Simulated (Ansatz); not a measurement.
`[SH][Al]([Cl])[Cl]` + HBr → `[SH][Al]([Cl])[Br]` + HCl  (ligand exchange at the Al–Cl bond)

Program: Ansatz. Geometries: PBE0-D4/def2-TZVP. ΔE: electronic, gas phase. CCSD(T)/CBS adds triple-zeta CCSD(T) − MP2 to the extrapolated MP2 energy (def2 sets, frozen cores). This one scheme is used for every species. Functionals use def2-TZVPP. HSE06 is defined as in plane-wave codes. For Br outer-core shells are correlated without core-valence functions, which leaves a few kJ/mol of doubt a bond. Scalar relativity is left out up to krypton. Each species was taken in one conformer, which may not be the lowest.

Problem. Is it downhill or uphill in electronic energy at CCSD(T)/CBS, and by how much? (Best estimate.)

Solution. Ansatz gave: Nearly level: ΔE = -0.4 kcal/mol.

Problem. What do these levels give: PBE-D4, r2SCAN-D4, BHLYP-D4, ωB97M-V, PBE0, HSE06, LC-ωPBE, RPA@PBE/def2-TZVPP, SCS-MP2/def2-TZVPP, CCSD/def2-TZVPP, HF/CBS(def2), CCSD/CBS(def2)? (Best estimate.)

Solution. Computed: PBE-D4 0.0, r2SCAN-D4 0.3, BHLYP-D4 0.0, ωB97M-V 0.2, PBE0 -0.1, HSE06 -0.1, LC-ωPBE 0.3, RPA@PBE/def2-TZVPP 0.1, SCS-MP2/def2-TZVPP -0.1, CCSD/def2-TZVPP -0.1, HF/CBS(def2) 0.3, CCSD/CBS(def2) -0.4 kcal/mol.

Largest T1 diagnostic among the species: 0.009.

Leaving LDA and LC-ωPBE aside and taking each functional with its dispersion term where it has one, the values, not all of them listed here, spread over 1.7 kcal/mol, from PBE-QIDH to B97M-V. At CCSD(T), def2-SVP lies +1.4 kcal/mol from the extrapolated value and def2-TZVPP +0.3 kcal/mol.
